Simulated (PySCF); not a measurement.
H6N3Si2 (doublet state).
Structure used (GFN2-xTB), in Å, numbered top down from 1:
```xyz
11
H6N3Si2 angstrom
N     -2.347   -0.003   -0.309
Si    -0.979    0.298    0.597
N      0.257   -0.980    0.679
Si     1.449   -0.205   -0.313
N      0.364    1.144   -0.207
H     -2.295   -0.388   -1.242
H     -1.215    0.854    1.910
H      0.131   -1.955    0.885
H      1.604   -0.769   -1.653
H      2.707    0.024    0.386
H      0.328    1.982   -0.759
```

The hyperfine couplings belong to this conformer and change with its torsions.

Identity: `[NH][SiH]1N[SiH2]N1` [radical].

Computed, not measured: UKS B3LYP, pcH-1 on H N Si, non-relativistic, mean-field spin-orbit, GIAO (PySCF 2.14.0). One conformer (not necessarily the lowest) at the GFN2-xTB geometry, without solvent, vibrations or thermal averaging. Couplings are sensitive to structure, and on GFN2-xTB geometries they can be far from those on DFT ones. The SCF solution wasn't tested for stability.

Mulliken spin populations: N1 +0.875, Si2 -0.017, N3 +0.091, Si4 0.000, N5 +0.092, H6 -0.027, H7 -0.005, H8 -0.003, H9 -0.001, H10 -0.002, H11 -0.003.

Problem. What dipolar couplings does the calculation give for H7, H8, H9, H10, H11?

Solution. 
```csv
atom,position,distance from N1 (Å),T1 (MHz),T2,T3
H7,2 bonds from N1,2.63,-3.33,-3.07,6.40
H8,3 bonds from N1,3.37,-6.94,-1.19,8.13
H9,4 bonds from N1,4.24,-1.09,-1.02,2.11
H10,4 bonds from N1,5.10,-1.47,-0.51,1.97
H11,3 bonds from N1,3.36,-7.05,-1.20,8.25
```

Problem. Estimate them with point dipoles: put each population ρk at its nucleus, leave out the nucleus itself and the atom bound to it, and sum T = Σ [ρk/(2S)]·C·(3 n nᵀ − 1)/r³ with C = μ0 gₑ μB g_N μN/(4π h) = 79.06 MHz Å³.

Solution. 
```csv
atom,T1 (MHz),T2,T3,"T3, computed",difference in T3 (%)
H7,-4.07,-3.02,7.09,6.40,+11
H8,-1.91,-1.54,3.45,8.13,-58
H9,-1.18,-1.17,2.34,2.11,+11
H10,-1.23,-0.81,2.04,1.97,+4
H11,-1.92,-1.56,3.48,8.25,-58
```

Problem. If all the spin sat on N1, T∥ = 2C/r³. What distance does the computed T3 of H8 then imply?

Solution. r = (2 × 79.06/8.13)^(1/3) = 2.69 Å, against 3.37 Å in the structure.
